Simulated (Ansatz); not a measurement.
Geometry optimisation, RKS BLYP-D4/def2-mTZVP (Ansatz).

Input:

```yaml
crystal:
  periodic: [false, false, false]
  atoms:
    - { symbol: Ge, position_ang: [-0.428292, -0.155918, -0.398765] }
    - { symbol: H, position_ang: [0.041672, 0.762543, 2.159256] }
    - { symbol: H, position_ang: [0.856792, -0.80801, 0.166955] }
    - { symbol: H, position_ang: [-0.250514, 1.379324, -0.514647] }
    - { symbol: H, position_ang: [-0.772737, -0.763698, -1.789316] }
    - { symbol: O, position_ang: [-1.798915, -0.51089, 0.70402] }
    - { symbol: H, position_ang: [-2.50476, -1.03931, 0.285639] }
    - { symbol: H, position_ang: [-0.609246, 0.506259, 2.273358] }
basis:
  gaussian: { orbitals: def2-mTZVP }
hamiltonian:
  xc: blyp
  dispersion: d4
relax:
  f_tol: 0.03
  max_steps: 50
output:
  orbitals: {}
```

Command:

```bash
$ ansatz run input.yaml --threads 1 --pin off --max-ram 2048MiB --backend cpu --events-out ev --progress --plain --runs-dir out
```

Task: Where does it end, and by what steps?

Result: It converged. The force dipped under the threshold on the way, but the program's further checks kept it going. After 16 steps the energy has fallen by 0.176 eV; H2 moved furthest, 1.12 Å.

| step | energy less start (eV) | largest force component (eV/Å) | accepted |
| --- | --- | --- | --- |
| 0 | 0.0000 | 1.388 | yes |
| 1 | -0.1008 | 0.267 | yes |
| 2 | -0.1329 | 0.257 | yes |
| 3 | -0.1481 | 0.061 | yes |
| 4 | -0.1514 | 0.170 | yes |
| 5 | -0.1535 | 0.180 | yes |
| 6 | -0.1556 | 0.140 | yes |
| 7 | -0.1577 | 0.204 | yes |
| 8 | -0.1594 | 0.221 | yes |
| 9 | -0.1640 | 0.354 | yes |
| 10 | -0.1582 | 0.889 | no |
| 11 | -0.1717 | 0.133 | yes |
| 12 | -0.1743 | 0.093 | yes |
| 13 | -0.1572 | 0.843 | no |
| 14 | -0.1754 | 0.022 | yes |
| 15 | -0.1755 | 0.084 | yes |
| 16 | -0.1758 | 0.024 | yes |

```xyz
8
Properties=species:S:1:pos:R:3
Ge -0.444 -0.233 -0.784
H -0.230 0.940 3.230
H 0.792 -1.056 -0.323
H -0.106 1.267 -0.917
H -1.003 -0.815 -2.113
O -1.739 -0.260 0.502
H -2.100 -1.158 0.637
H -0.636 0.686 2.654
```

Whether the end is a true minimum wasn't checked by a vibrational analysis.

The run took 33 s on 1 thread of Arm Neoverse V1 (shared host), peak memory 0.13 GiB.
